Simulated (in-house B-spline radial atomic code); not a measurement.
The numbers below are computed, except where a source is named.
## Ni ion on Sb atom: potential, deflection and energy transfer

The pair potential comes from two frozen, spherical free-atom densities (PBE, B-spline radial code, scalar-relativistic past argon): electrostatics plus the change in Thomas-Fermi kinetic and Dirac exchange energy where they overlap, the recipe behind the universal ZBL potential, which averages such potentials (from solid-state densities) over many pairs. It is written V = (Z1 Z2 e²/r) φ(r/a), with e² = 14.3996 eV·Å and a = 0.46850 Å/(Z1^0.23 + Z2^0.23); ZBL's fit is φ = 0.18175 e^(−3.1998x) + 0.50986 e^(−0.94229x) + 0.28022 e^(−0.4029x) + 0.02817 e^(−0.20162x). Where φ falls below 4e-4 it is continued as an exponential.

Masses 58.69 and 121.76 u.

```
x = r/a  φ, this pair    φ, ZBL
    0.1        0.8881    0.8928
    0.5        0.6142    0.6096
    1.5        0.3043    0.2995
      3        0.1343    0.1292
      5       0.05455   0.05224
      8       0.01763   0.01705
     12      0.004828   0.00474
     17      0.001266  0.001212
```

**Question.** At x = 0.5 the electrostatic, kinetic and exchange parts are 205870.19, 44325.17 and -981.06 eV. Find r, V and φ.

**Answer.** a = 0.46850/(2.1520 + 2.4703) = 0.10136 Å, so r = 0.05068 Å. V = 205870.19 + 44325.17 + (-981.06) = 249214.30 eV. The bare repulsion is 28 × 51 × 14.3996/0.05068 = 405750 eV, so φ = 0.6142, +0.8 % against ZBL's 0.6096. The kinetic (Pauli) term is 18 % of V here.

**Question.** The ion comes in at 300.7 keV with impact parameter 0.5068 Å. The scattering integral gives a centre-of-mass angle of 1.283° and a closest approach of 5.027 a. What are the reduced energy, the energy passed on and the laboratory angles?

**Answer.** ε = E a M2/(Z1 Z2 e² (M1 + M2)) = 300700 × 3.3260e-06 = 1. The most that one collision can pass on is γE with γ = 4 M1 M2/(M1 + M2)² = 0.8778. Here T = γE sin²(θ/2) = 0.8778 × 300700 × 0.0001254 = 33.09 eV. The ion turns by arctan(sin θ/(cos θ + M1/M2)) = 0.9°, and the struck atom leaves at (180° − θ)/2 = 89.4°. The closest approach is 0.510 Å. With ZBL the angle would be 1.22° and T = 29.75 eV.
